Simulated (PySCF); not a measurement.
Saddle point of ZnH2BrCl, closed shell (ZnBrCl + H₂ → ZnHCl ([Cl][ZnH]) + HBr; bonds formed: Zn1–H5, Br2–H4; bonds broken: Zn1–Br2, H4–H5), PBE0-D4/def2-TZVP structure:

Zn1  (-0.544, 0.067, 0.391)
Br2  (1.086, -0.831, -1.481)
Cl3  (-2.473, -0.610, 0.864)
H4  (1.146, 0.355, -0.328)
H5  (0.785, 1.019, 0.553)
(Å)

Energies are electronic, without zero-point energy. Barriers and step energies count from the start structure reached by relaxing down the imaginary mode; all methods use the PBE0-D4 structures, on which another method's saddle can fall below an end. Computed with PySCF 2.14 with density fitting (its default auxiliary sets; JK sets also for MP2 and CCSD(T)) (basis: def2-TZVPP, with def2-QZVPP for the basis limit); correlated methods freeze the cores. The 3s and 3p shells of Cu and Zn are frozen; filled d shells are correlated. The def2 sets are not built for correlating such inner shells, so the correlated values are less sure here. B3LYP uses VWN-RPA correlation. Extrapolation: Hartree–Fock as exp(−7.88 √X), correlation as X^−2.97.

| method | barrier (kJ/mol) | step energy (kJ/mol) |
| --- | --- | --- |
| SPW92 | 101.6 | 82.4 |
| PBE-D4 | ? | 95.3 |
| r2SCAN-D4 | 140.8 | 102.8 |
| PBE0-D4 | 145.2 | 102.6 |
| B3LYP-D4 | ? | 100.8 |
| BHLYP-D4 | ? | 109.1 |
| wB97M-V | 162.8 | 101.4 |
| HF | 209.5 | 124.4 |
| MP2 | 164.0 | 107.5 |
| CCSD | 168.7 | 102.4 |
| CCSD(T) | 161.2 | 101.3 |

Problem. Fill in the withheld barriers. (Judge from chemistry; the value comes from the calculation.)

Solution. Computed: B3LYP-D4 155.0; PBE-D4 131.3; BHLYP-D4 171.4 kJ/mol. Each is the energy of the saddle less that of the start structure, by the same method.

For comparison, the barrier by CCSD(T) at an estimated basis limit (MP2 extrapolated from triple and quadruple zeta, plus CCSD(T) − MP2 in triple zeta) is 166.6 kJ/mol.

T1 diagnostic: at most 0.012.

Labels in which every atom is bracketed show which atoms are joined, not bond orders.

For scale, one of the runs: CCSD(T)/def2-TZVPP, 182 basis functions, launched by `OMP_NUM_THREADS=4 python run.py`. Time: 8.2 min of wall clock on 4 CPU threads of an Arm Neoverse V1; the host was shared. Peak host memory: 2.3 GiB.
